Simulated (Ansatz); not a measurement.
```yaml
crystal:
  periodic: [false, false, false]
  atoms:
    - {symbol: Zn, position_ang: [0.471493, -1.756627, -2.139936]}
    - {symbol: Zn, position_ang: [-1.626362, 0.115673, -1.241840]}
    - {symbol: Zn, position_ang: [1.740849, -0.898624, 0.394674]}
    - {symbol: Zn, position_ang: [-0.470417, 2.985848, 3.365500]}
    - {symbol: Zn, position_ang: [-0.351686, 1.173333, 1.443845]}
    - {symbol: Te, position_ang: [-1.974544, -2.199211, -2.108075]}
    - {symbol: Te, position_ang: [-1.275062, 2.463284, -0.500030]}
    - {symbol: Te, position_ang: [2.843456, -1.074099, -1.836087]}
    - {symbol: Te, position_ang: [0.642283, -0.809568, 2.621940]}
basis:
  gaussian: {orbitals: def2-TZVP}
total_charge: -1
magnetization: {spin_polarized: true, initial_magnetization: 1}
hamiltonian: {xc: pbe0, dispersion: d4}
scf: {omitted_lower_state_checks: [starts]}
output: {orbitals: {seedname: orbitals}}
```

```sh
$ ansatz run in.yaml --threads 4 --pin off --events-out ev --progress --plain --max-ram 6963MiB
```

Does this run fit into the memory that it is given?

No. It has 440 basis functions, and Ansatz plans for 11 GiB where 7 GiB are given.
